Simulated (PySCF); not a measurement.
These 2 structures share the formula CH10N2Si2. Theory: PySCF, PBE0-D3(BJ)/def2-SVP geometry optimisation, gas phase. Energies are electronic, without zero-point or thermal terms, for one conformer each. No frequencies were run at this level. Point groups hold within 0.08 Å.

**Question.** Rank from lowest to highest electronic energy at this level (kcal/mol).
A. `[NH2:1][CH2:2][SiH2:3][NH:4][SiH3:5]` with H–N1–C2–Si3 -73° and 169°, N1–C2–Si3–N4 -43°, C2–Si3–N4–Si5 -170°
B. `[NH2:1][SiH:2]([NH2:3])[CH2:4][SiH3:5]` with H–N1–Si2–N3 -51° and 160°, N1–Si2–N3–H 152° and -56°, N1–Si2–C4–Si5 49°

**Answer.** B (0.0), A (22.5).

```json
{"SMILES": "N[SiH](N)C[SiH3]", "E (Eh)": "-731.96730", "E rel (kcal/mol)": "0.0", "dipole (D)": "0.74", "point group": "C1", "A, B, C (MHz)": "4407, 1794, 1638"}
{"SMILES": "NC[SiH2]N[SiH3]", "E (Eh)": "-731.93148", "E rel (kcal/mol)": "22.5", "dipole (D)": "2.81", "point group": "C1", "A, B, C (MHz)": "6358, 1398, 1214"}
```

**Question.** How do the relative energies change in single points at PBE0/pcSseg-1 (no added dispersion term) on the same geometries?

**Answer.** 
```
          SMILES  PBE0-D3(BJ)/def2-SVP (kcal/mol)  PBE0/pcSseg-1 (kcal/mol)  shift
N[SiH](N)C[SiH3]                              0.0                       0.0    0.0
 NC[SiH2]N[SiH3]                             22.5                      23.4   +0.9
```

Each column counts from its own lowest isomer. The order is unchanged; the largest shift is 0.9 kcal/mol.
